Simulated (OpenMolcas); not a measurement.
What dynamic correlation does to the levels of F+

| Quantity | Value |
| --- | --- |
| Program | OpenMolcas 26.06 |
| Basis | ANO-RCC-VTZP [4s3p2d1f] |
| Scalar Hamiltonian | DKH2, point nucleus |
| Active space | 6 electrons in 4 orbitals (2s 2p) |
| State averaging | 2S+1 = 3 even, 3 roots; 2S+1 = 1 even, 6 roots; 2S+1 = 3 odd, 3 roots; 2S+1 = 1 odd, 3 roots |
| Spin-orbit coupling | state interaction with AMFI integrals over the reference wave functions, term energies averaged over their components |

Methods on the same reference wave functions:
A. CASSCF
B. SS-CASPT2, IPEA 0.25 Eh, imaginary shift 0.1 Eh (closed shells correlated: 1s)
C. XMS-CASPT2, IPEA 0.25 Eh, imaginary shift 0.1 Eh (closed shells correlated: 1s)

Energies in cm-1 above 2s2 2p4 3P2, the measured ground level; measured values from NIST Handbook of Basic Atomic Spectroscopic Data.

| Level | A | B | C | Measured |
| --- | --- | --- | --- | --- |
| 2s2 2p4 3P2 | 0.0 | 0.0 | 0.0 | 0.0 |
| 2s2 2p4 3P1 | 323 | 323 | 323 | 341 |
| 2s2 2p4 3P0 | 479 | 479 | 479 | 490 |
| 2s2 2p4 1D2 | 22726 | 21040 | 21180 | 20873 |
| 2s2 2p4 1S0 | 42239 | 44660 | 45540 | 44918 |
| 2s 2p5 3P* 2 | 175858 | 167070 | 166660 | 164798 |
| 2s 2p5 3P* 1 | 176172 | 167380 | 166970 | 165107 |
| 2s 2p5 3P* 0 | 176329 | 167540 | 167130 | 165279 |
| 2s 2p5 1P* 1 | 259623 | 241580 | 241050 |  |

Deviations, from unrounded energies. A percentage is the sum of absolute deviations over the sum of measured energies, with the sign that they share, or ± where signs differ.

| Against measurement | Levels | A | B | C |
| --- | --- | --- | --- | --- |
| mean absolute deviation (cm-1) | 7 | 5400 | 1000 | 930 |
| fine structure of the ground term (%) | 2 | -3.5 | -3.5 | -3.5 |
| other terms of the ground configuration (%) | 2 | ±6.9 | ±0.6 | +1.4 |
| other configurations (%) | 3 | +6.7 | +1.4 | +1.1 |

C lies closest to measurement on these levels and A furthest from it. The largest miss of C in the table is 2s 2p5 3P* 1, by +1900 cm-1. The ranking rests on the paired levels alone, and a cruder setting can come out closer through cancelling errors.

Between B and C the level of the table that moves most is 2s2 2p4 1S0, by 870 cm-1 (lowest in B, highest in C). Moves below CASPT2's spread within the term are not significant.

The mean deviations of B to C differ by less than CASPT2's widest spread within a term (550 cm-1), so their order carries little weight.

From A to B the spin-free energies of the other terms of 2s2 2p4 shown, above 3P, scale by factors of 0.93 to 1.06.

The lowest spin-free term lies below A's lowest term by 0.158 hartree in B, 0.162 hartree in C.

Term energies are means over components that CASPT2 splits; among the terms shown or strongly mixed into the levels shown the widest spread is 550 cm-1 (2s2 2p4 1D, C). Without dynamic correlation excited terms often stand tens of per cent too high (terms of higher spin than the ground term too low), and those without a measured partner can miss by more than the paired ones (holds for A). Computed and measured levels are paired by configuration, term and J; levels that our copy of the source lacks, or whose pairing is in doubt (as where it misses far off the trend of its configuration), stay unpaired and out of the deviations. Only configurations of the active space appear.

* marks odd parity.
